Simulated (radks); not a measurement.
Values are calculated unless marked as measured or tabulated.
The carbon anion C4-, [Ne], held by a Watson sphere: a shell of charge +4 at radius R that stands for the Madelung well of a crystal (potential energy -4/R inside, -4/r outside, in hartree with lengths in bohr). Level of theory: non-relativistic Kohn-Sham, LDA (Slater exchange, Perdew-Wang correlation), spin-polarised, spherical densities, point nucleus (a radial shooting solver on a logarithmic mesh with Libxc functionals). Response by self-consistent Sternheimer equations with the Hartree and adiabatic LDA kernel. The sphere does not respond.

R (bohr)  e(1s) (eV)  e(2s) (eV)  e(2p) (eV)  <r> 2p (bohr)  sum of <r^2> (bohr^2)  X-ray form factor at sin(theta)/lambda = 0.1 1/angstrom  alpha (bohr^3)
1.59         -261.95     -18.137      -9.190          1.737                  28.50                                                    8.192           15.04
1.67         -262.09     -17.688      -8.878          1.785                  29.97                                                    8.113           16.65
1.7          -262.16     -17.521      -8.765          1.803                  30.53                                                    8.084           17.28
2.22         -263.65     -14.911      -7.058          2.105                  40.82                                                    7.574           32.01
2.58         -264.55     -13.498      -6.123          2.311                  48.66                                                    7.235           47.69
3.26         -265.58     -11.641      -4.798          2.706                  65.33                                                    6.640           96.33
3.29         -265.62     -11.579      -4.751          2.724                  66.13                                                    6.616           99.20
3.55         -265.84     -11.112      -4.378          2.879                  73.31                                                    6.411           127.2
